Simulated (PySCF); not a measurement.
## Polarisability and C₆ of Rh²⁺ (rhodium, charge +2)

[Kr] 4d6 5s1, high-spin 6D determinant (an excited configuration). Calculation: PySCF 2.14, in ANO-RCC-VTZP (7s6p4d2f1g, 68 functions); scalar relativity by spin-free X2C-1e. Coupled (time-dependent) response in atomic units; α is the mean over directions. The basis has no added diffuse functions, which lowers α and C₆.

| method | mean α (bohr³) | α xx, yy, zz | C₆ (like pair) | S(−4) |
| --- | --- | --- | --- | --- |
| UHF | 26.21 | 25.35, 25.35, 27.93 | 149.7 | 506.1 |
| PBE | 19.76 | 19.48, 19.48, 20.33 | 111.3 | 245.0 |
| PBE0 | 21.01 | 20.63, 20.63, 21.76 | 118.2 | 288.8 |

S(−4) is the Cauchy moment in α(ω) = α(0) + S(−4) ω² + …

Spin-orbit coupling is absent.

α(iu) at PBE0:

```
u (hartree)  α(iu) (bohr³)
          0          21.01
     0.0500          20.32
      0.100          18.55
      0.200          14.23
      0.300          10.86
      0.500          7.165
      0.750          5.048
       1.00          3.899
       1.50          2.603
       2.00          1.862
       3.00          1.070
       5.00         0.4734
```

A single London oscillator, α(iu) = α/(1 + u²/ω²), gives C₆ = (3/4) ω α². Matching the computed C₆ needs ω = 4 × 118.2 / (3 × 21.01²) = 0.357 hartree.

For an ion, C₆ is the dispersion term alone; charge-induced terms of lower order in 1/R come first.

The components differ because the open shell of this determinant is not spherical; for a pure term their mean is the scalar polarisability.
